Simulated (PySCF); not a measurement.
**Magnetisability: `[Be]=[O]`, BeO**

Molfile (atoms numbered from 1):
```
BeO
     RDKit          3D

  2  1  0  0  0  0  0  0  0  0999 V2000
    0.6667   -0.0126   -0.0007 Be  0  0  0  0  0  2  0  0  0  0  0  0
   -0.6717   -0.0038   -0.0113 O   0  0  0  0  0  0  0  0  0  0  0  0
  1  2  2  0
M  END
```

The calculation used PySCF, GIAO B3LYP/aug-cc-pVTZ magnetisability, rotational g tensor and spin-rotation constants, non-relativistic, gas phase. Geometry: PBE0-D3(BJ)/def2-SVP.

**Question.** What are the magnetisability and the molar susceptibility?

**Answer.** Isotropic -246 × 10⁻³⁰ J/T², or -14.8 × 10⁻⁶ cm³/mol; principal values -312, -213, -213 × 10⁻³⁰ J/T², anisotropy 99 × 10⁻³⁰ J/T² (root of half the summed squared differences of the principal values). The susceptibility is in cgs units.

**Question.** Split it along the inertial axes a, b, c into diamagnetic and paramagnetic parts about the centre of mass, with the quadrupole moment.

**Answer.** 
| axis | χ (10⁻⁶ cm³/mol) | diamagnetic (10⁻⁶ cm³/mol) | paramagnetic (10⁻⁶ cm³/mol) | summed x² of all electrons (Å²) | quadrupole Θ (D Å) |
| --- | --- | --- | --- | --- | --- |
| a | -18.8 | -18.8 | 0.0 | 5.7 | +6.32 |
| b | -12.8 | -33.5 | 20.7 | 2.2 | -3.16 |
| c | -12.8 | -33.5 | 20.7 | 2.2 | -3.16 |

Anisotropies 2χaa − χbb − χcc = -11.9 and 2χbb − χaa − χcc = +6.0 × 10⁻⁶ cm³/mol. Θ is traceless in Buckingham's convention.

**Question.** And the rotational g tensor?

**Answer.** 
```csv
axis,rotational constant (GHz),g,nuclear part,electronic part
b,48.9364,-0.0086,0.4675,-0.4761
c,48.9364,-0.0086,0.4675,-0.4761
```
Linear; isotopes 9Be, 16O; no vibrational averaging.
